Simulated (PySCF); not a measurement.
Isomers of C3H8O2Si, mass 104.029 u with the commonest isotopes. Computed with PBE0-D3(BJ)/def2-SVP geometry optimisation, gas phase (PySCF 2.14.0). One conformer each, none proved a minimum here; rigid rotors.

Question: Order these by out-of-plane moment Σ m c² = (Ia + Ib − Ic)/2, smallest first.
A. `[CH2:1]=[C:2]([CH3:3])[SiH:4]([OH:5])[OH:6]` with C1–C2–Si4–O5 -4°, C2–Si4–O5–H 101°, C2–Si4–O6–H -179°
B. `[CH3:1]/[CH:2]=[CH:3]\[O:4][SiH2:5][OH:6]` with C2–C3–O4–Si5 -170°, C3–O4–Si5–O6 76°, O4–Si5–O6–H 64°
C. `[OH:1][CH2:2]/[CH:3]=[CH:4]\[O:5][SiH3:6]` with H–O1–C2–C3 57°, O1–C2–C3–C4 -126°, C3–C4–O5–Si6 177°
D. `[CH3:1][SiH2:2][O:3][C:4]([CH3:5])=[O:6]` with C1–Si2–O3–C4 -65°, Si2–O3–C4–C5 -179°
E. `[SiH3:1][O:2][CH:3]1[CH2:4][O:5][CH2:6]1` with Si1–O2–C3–C4 -91°, O2–C3–C4–O5 -124°, C3–C4–O5–C6 10°, C4–O5–C6–C3 -10°, O2–C3–C6–O5 127°
F. `[OH:1][SiH2:2][O:3][CH:4]1[CH2:5][CH2:6]1` with H–O1–Si2–O3 54°, O1–Si2–O3–C4 -164°, Si2–O3–C4–C5 -152°

Answer: E (12.24 u·Å²), C (13.68 u·Å²), F (14.14 u·Å²), A (18.50 u·Å²), D (24.07 u·Å²), B (32.43 u·Å²).

Question: Order these by radius of gyration √(Σ m r²/M), smallest first.
A. `[CH2:1]=[C:2]([CH3:3])[SiH:4]([OH:5])[OH:6]` with C1–C2–Si4–O5 -4°, C2–Si4–O5–H 101°, C2–Si4–O6–H -179°
B. `[OH:1][CH2:2]/[CH:3]=[CH:4]\[O:5][SiH3:6]` with H–O1–C2–C3 57°, O1–C2–C3–C4 -126°, C3–C4–O5–Si6 177°
C. `[CH3:1]/[CH:2]=[CH:3]\[O:4][SiH2:5][OH:6]` with C2–C3–O4–Si5 -170°, C3–O4–Si5–O6 76°, O4–Si5–O6–H 64°
D. `[CH3:1][SiH2:2][O:3][C:4]([CH3:5])=[O:6]` with C1–Si2–O3–C4 -65°, Si2–O3–C4–C5 -179°
E. `[OH:1][SiH2:2][O:3][CH:4]1[CH2:5][CH2:6]1` with H–O1–Si2–O3 54°, O1–Si2–O3–C4 -164°, Si2–O3–C4–C5 -152°
F. `[SiH3:1][O:2][CH:3]1[CH2:4][O:5][CH2:6]1` with Si1–O2–C3–C4 -91°, O2–C3–C4–O5 -124°, C3–C4–O5–C6 10°, C4–O5–C6–C3 -10°, O2–C3–C6–O5 127°

Answer: A (1.779 Å), D (1.829 Å), F (1.923 Å), E (1.964 Å), C (2.066 Å), B (2.219 Å).

Question: Order these by rotational constant C, largest first.
A. `[CH3:1][SiH2:2][O:3][C:4]([CH3:5])=[O:6]` with C1–Si2–O3–C4 -65°, Si2–O3–C4–C5 -179°
B. `[OH:1][CH2:2]/[CH:3]=[CH:4]\[O:5][SiH3:6]` with H–O1–C2–C3 57°, O1–C2–C3–C4 -126°, C3–C4–O5–Si6 177°
C. `[OH:1][SiH2:2][O:3][CH:4]1[CH2:5][CH2:6]1` with H–O1–Si2–O3 54°, O1–Si2–O3–C4 -164°, Si2–O3–C4–C5 -152°
D. `[CH2:1]=[C:2]([CH3:3])[SiH:4]([OH:5])[OH:6]` with C1–C2–Si4–O5 -4°, C2–Si4–O5–H 101°, C2–Si4–O6–H -179°
E. `[CH3:1]/[CH:2]=[CH:3]\[O:4][SiH2:5][OH:6]` with C2–C3–O4–Si5 -170°, C3–O4–Si5–O6 76°, O4–Si5–O6–H 64°
F. `[SiH3:1][O:2][CH:3]1[CH2:4][O:5][CH2:6]1` with Si1–O2–C3–C4 -91°, O2–C3–C4–O5 -124°, C3–C4–O5–C6 10°, C4–O5–C6–C3 -10°, O2–C3–C6–O5 127°

Answer: D (1627 MHz), A (1560 MHz), F (1356 MHz), C (1306 MHz), E (1228 MHz), B (1014 MHz).

| SMILES | point group | Ia (u·Å²) | Ib (u·Å²) | Ic (u·Å²) | κ | μa (D) | μb (D) | μc (D) |
| --- | --- | --- | --- | --- | --- | --- | --- | --- |
| C=C(C)[SiH](O)O | C1 | 127.38 | 220.32 | 310.70 | -0.43 | 0.84 | 0.28 | 1.57 |
| [SiH3]OC1COC1 | C1 | 55.23 | 341.88 | 372.63 | -0.97 | 1.57 | 0.14 | 1.04 |
| O[SiH2]OC1CC1 | C1 | 52.19 | 363.14 | 387.05 | -0.98 | 0.85 | 0.23 | 1.35 |
| C/C=C\O[SiH2]O | C1 | 65.45 | 410.89 | 411.47 | -1.00 | 0.14 | 0.40 | 0.78 |
| OC/C=C\O[SiH3] | C1 | 53.65 | 472.19 | 498.47 | -0.99 | 2.56 | 0.58 | 0.80 |
| C[SiH2]OC(C)=O | C1 | 85.54 | 286.54 | 323.94 | -0.91 | 0.02 | 0.89 | 1.07 |
